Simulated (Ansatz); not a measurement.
H5NSi2, SMILES `N[Si][SiH3]` (lower singlet) (charge 0, multiplicity 1). This singlet lies 1.40 eV below the relaxed triplet at the level frozen-core CCSD(T)/cc-pVTZ // PBE0-D3(BJ)/def2-TZVP (Ansatz, a quantum-chemistry and plane-wave program).

Cartesian coordinates (Å):
SMILES: N[Si][SiH3]
```xyz
8

N     -1.7240    -0.2247    -0.1943
Si    -0.5231    -0.4142    -1.3962
Si     1.3119     0.1485     0.0626
H     -2.7001    -0.3763    -0.4029
H     -1.5820     0.0380     0.7698
H      2.2957    -0.9707     0.1513
H      0.8613     0.4635     1.4559
H      2.0602     1.3358    -0.4462
```
Charge 0, spin multiplicity 1.

Frozen-core energies in 6-31g from Ansatz at a geometry from PBE0-D3(BJ)/def2-TZVP; the HF reference has <S^2> = 0.00 and the T1 diagnostic is 0.018.

```
level  energy (Ha)
-----  -----------
HF      -635.07856
MP2     -635.29161
CCSD    -635.32855
```

**Question.** Estimate the energies of CCSD(T), CCSDT and CCSDT(Q), and give each level's difference from CCSDT(Q).

**Answer.** 
```json
[
 {"level": "MP2", "energy (Ha)": "-635.29161", "difference from CCSDT(Q) (mHa)": "44.03"},
 {"level": "CCSD", "energy (Ha)": "-635.32855", "difference from CCSDT(Q) (mHa)": "7.10"},
 {"level": "CCSD(T)", "energy (Ha)": "-635.33423", "difference from CCSDT(Q) (mHa)": "1.42"},
 {"level": "CCSDT", "energy (Ha)": "-635.33502", "difference from CCSDT(Q) (mHa)": "0.63"},
 {"level": "CCSDT(Q)", "energy (Ha)": "-635.33565", "difference from CCSDT(Q) (mHa)": "0.00"}
]
```
